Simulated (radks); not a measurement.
The tellurium anion Te2-, [Xe], held by a Watson sphere: a shell of charge +2 at radius R that stands for the Madelung well of a crystal (potential energy -2/R inside, -2/r outside, in hartree with lengths in bohr). Calculated with a radial shooting solver on a logarithmic mesh with Libxc functionals: scalar-relativistic Kohn-Sham, LDA (Slater exchange, Perdew-Wang correlation), spin-polarised, spherical densities, point nucleus. Response by self-consistent Sternheimer equations with the Hartree and adiabatic LDA kernel, the relativistic mass of each level held fixed and spin-orbit coupling left out. The sphere does not respond.

R (bohr)  e(4d) (eV)  e(5s) (eV)  e(5p) (eV)  <r> 5p (bohr)  sum of <r^2> (bohr^2)  X-ray form factor at sin(theta)/lambda = 0.3 1/angstrom  alpha (bohr^3)
2.65         -40.654     -16.042      -7.205          2.665                  78.50                                                   35.924           45.92
3.54         -39.480     -14.288      -5.910          2.882                  87.94                                                   36.009           69.60
4.76         -38.332     -12.628      -4.326          3.113                  99.51                                                   36.051           120.8
5.02         -38.116     -12.353      -4.040          3.154                  101.8                                                   36.054           135.1
5.8          -37.532     -11.649      -3.291          3.263                  108.4                                                   36.059           187.3

Estimate the row for R = 5.47 bohr.

Answer. e(4d) (eV) -37.768; e(5s) (eV) -11.927; e(5p) (eV) -3.590; <r> 5p (bohr) 3.219; sum of <r^2> (bohr^2) 105.6; X-ray form factor at sin(theta)/lambda = 0.3 1/angstrom 36.057; alpha (bohr^3) 163.3.
